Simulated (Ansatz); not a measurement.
Reactions of `[CH3][Ge][Cl]`.

Calculated with Ansatz (gas phase, PBE0-D4/def2-TZVP geometries, no zero-point term in ΔE). CBS: MP2 limit from def2 TZ/QZ plus the TZ coupled-cluster correction, frozen cores. This one scheme is used for every species. DFT in def2-TZVPP. For Ge outer-core shells are correlated without core-valence functions, which leaves a few kJ/mol of doubt a bond. Scalar relativity is left out up to krypton. One conformer a species, not always the lowest.

```
                                                    reaction  RPA@PBE/def2-TZVPP (eV)
`[CH3][Ge][Cl]` + `F[SiH](S)S` → `CS[SiH](F)S` + `[Cl][GeH]`                     0.55
              `[CH3][Ge][Cl]` + CH₃SH → `C[S][Ge][Cl]` + CH₄                    -1.20
                    `[CH3][Ge][Cl]` + H₂ → `[Cl][GeH]` + CH₄                    -0.26
      `[CH3][Ge][Cl]` + `BC(=O)O` → `BC(=O)OC` + `[Cl][GeH]`                     0.79
```

(1) Give the CCSD(T)/CBS values in the same order. (Estimate.)

Largest T1 diagnostic: 0.019, for `BC(=O)O`.

## Answers

(1) The calculation gave: 0.60, -1.28, -0.20, 0.94 eV.
